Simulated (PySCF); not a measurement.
## Assigning NMR signals

Numbering as in the mapped SMILES `[CH3:1][O:2][Si:3]([F:4])([O:5][CH3:6])[CH:7]1[CH2:8][CH2:9][CH2:10]1`. Each H is labelled by its parent atom. Ha(C8), Ha(C9), Ha(C10) are cis to Si3 on the ring; Hb(C8), Hb(C9), Hb(C10) are trans to Si3 on the ring.

[PySCF 2.14: geometry from GFN2-xTB; GIAO PBE0/pcSseg-1 shieldings; one averaged value for each set of equivalent atoms; relativity neglected; a single conformation; isolated molecule]

δ = σ(ref) − σ, references computed at the same level: TMS for $^{13}$C, $^{1}$H.

Question: Assign these signals to the numbered atoms. $^{13}$C{$^{1}$H} NMR (computed): δ 53.1 (CH3), 23.9 (CH2), 22.8 (CH2), 19.1 (CH).

Answer: 
| δ (ppm) | atoms | environment | reason |
| --- | --- | --- | --- |
| 53.1 | C1/C6 | methyl carbon bonded to O | pulled downfield by the heteroatom |
| 23.9 | C9 | sp3 CH2 in a ring | saturated and bonded to C and H only |
| 22.8 | C8/C10 | sp3 CH2 in a ring | – |
| 19.1 | C7 | sp3 CH bonded to Si | – |

C9 and C8/C10 lie closer than the usual error of such a calculation, so a measured spectrum could show them in the other order.

Question: Assign these signals to the numbered atoms. $^{1}$H NMR (500 MHz, computed): δ 3.87 (s, 6H), 2.29 (m, 1H), 2.21 (m, 2H), 2.03 (m, 1H), 1.94 (m, 1H), 1.91 (m, 2H).

Answer: 
```tsv
δ (ppm)	atoms	environment	reason
3.87	H(C1)/H(C6)	hydrogen on a methyl carbon bonded to O	its carbon carries O, hence the downfield position
2.29	Hb(C9)	hydrogen on an sp3 CH2 in a ring	–
2.21	Ha(C8)/Ha(C10)	hydrogen on an sp3 CH2 in a ring	–
2.03	Ha(C9)	hydrogen on an sp3 CH2 in a ring	–
1.94	H(C7)	hydrogen on an sp3 CH bonded to Si	–
1.91	Hb(C8)/Hb(C10)	hydrogen on an sp3 CH2 in a ring	–
```

Hb(C9) and Ha(C8)/Ha(C10); Ha(C9) and H(C7); H(C7) and Hb(C8)/Hb(C10) lie closer than the usual error of such a calculation, so a measured spectrum could show them in the other order.

Splittings by $^{19}$F in the carbon and heteronuclear signals aren't shown, as no couplings were computed. Shifts are as computed. Against solution values, carbons near 30 ppm lie about +3 ppm off and those near 130 ppm about +5 ppm. Of 1211 compounds with measured shifts, 218 miss one by over three times the rms of a fit or turn the order of signals round; such compounds aren't used in these exercises. Multiplicities follow the n + 1 count of equivalent neighbours, as no J values were calculated; m marks all less simple cases, F and P coupling included.
